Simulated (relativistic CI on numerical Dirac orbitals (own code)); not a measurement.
**Charge states of thulium**

Method of calculation: Dirac-Coulomb-Breit CI, orbitals from a KLI potential per configuration, QED by a radiative potential, valence Slater integrals scaled by 0.9 (own radial code, finite nucleus).

Each species is treated in one configuration, given outside its closed core. Radial values are for the open shell of highest l, unscaled and averaged over j; ζ includes the Breit term. Labels give the leading LS character, summed over repeated terms.

| Ion | Configuration | Its lowest level | LS weight (%) | Next level | E (cm⁻¹) | F² (cm⁻¹) | F⁴ (cm⁻¹) | ζ (cm⁻¹) |
| --- | --- | --- | --- | --- | --- | --- | --- | --- |
| Tm | 4f13 6s2 | 2F°_7/2 | 100 | 2F°_5/2 | 8859.1 |  |  | 2549 |
| Tm+ | 4f13 6s | 3F°_4 | 100 | 1F°_3 | 345.91 |  |  | 2533 |
| Tm2+ | 4f13 | 2F°_7/2 | 100 | 2F°_5/2 | 8745.1 |  |  | 2513 |
| Tm3+ | 4f12 | 3H_6 | 99 | 3F_4 | 6031.6 | 129500 | 81020 | 2630 |
| Tm4+ | 4f11 | 4I°_15/2 | 97 | 4I°_13/2 | 7565.4 | 136800 | 85940 | 2765 |
| Tm5+ | 4d10 4f11 5s2 5p5 | 5K_9 | 98 | 5I_8 | 2896.4 | 138800 | 87310 | 2756 |
| Tm6+ | 4d10 4f11 5s2 5p4 | 6K°_19/2 | 80 | J = 17/2 (mixed) | 5525 | 140800 | 88670 | 2753 |
| Tm8+ | 4d10 4f11 5s2 5p2 | J = 15/2 (mixed) | 32 | J = 13/2 (mixed) | 9319.5 | 144800 | 91430 | 2756 |
| Tm9+ | 4d10 4f11 5s2 5p | 5H_7 | 65 | J = 8 (mixed) | 5258.7 | 146800 | 92830 | 2762 |
| Tm10+ | 4d10 4f11 5s2 | 4I°_15/2 | 97 | 4I°_13/2 | 7607.3 | 148900 | 94260 | 2772 |
| Tm11+ | 4d10 4f10 5s2 | 5I_8 | 93 | 5I_7 | 7160.5 | 154700 | 98260 | 2942 |
| Tm12+ | 4d10 4f9 5s2 | 6H°_15/2 | 91 | 6H°_13/2 | 5970.1 | 160300 | 102100 | 3119 |
| Tm13+ | 4d10 4f9 5s | 7H°_8 | 93 | 7H°_7 | 5109.6 | 162600 | 103700 | 3170 |
| Tm14+ | 4d10 4f9 | 6H°_15/2 | 91 | 6H°_13/2 | 6180.2 | 165100 | 105500 | 3222 |
| Tm15+ | 4d10 4f8 | 7F_6 | 93 | 7F_5 | 4426 | 170300 | 109100 | 3407 |
| Tm16+ | 4d10 4f7 | 8S°_7/2 | 94 | 6P°_7/2 | 51135 | 175500 | 112600 | 3597 |
| Tm17+ | 4d10 4f6 | 7F_0 | 79 | 7F_1 | 1828.5 | 180400 | 116100 | 3793 |
| Tm18+ | 4d10 4f5 | 6H°_5/2 | 86 | 6H°_7/2 | 4336.5 | 185300 | 119500 | 3993 |
| Tm19+ | 4d10 4f4 | 5I_4 | 90 | 5I_5 | 6981 | 190100 | 122800 | 4198 |
| Tm20+ | 4d10 4f3 | 4I°_9/2 | 89 | 4I°_11/2 | 10609 | 194800 | 126100 | 4408 |
| Tm21+ | 4d10 4f2 | 3H_4 | 90 | 3H_5 | 14240 | 199400 | 129300 | 4623 |
| Tm22+ | 4d10 4f | 2F°_5/2 | 100 | 2F°_7/2 | 17021 |  |  | 4843 |
| Tm23+ | 4d10 | 1S_0 | 100 |  |  |  |  |  |
| Tm24+ | 4d9 | 2D_5/2 | 100 | 2D_3/2 | 87283 |  |  | 34840 |

NIST ASD lists another ground level for Tm5+ (5I8).

With one configuration, terms of near-neutral atoms and ions can be 10 to 25 % off, and close levels can change places.

At low charge ζ of a weakly bound d or f electron comes out too small.
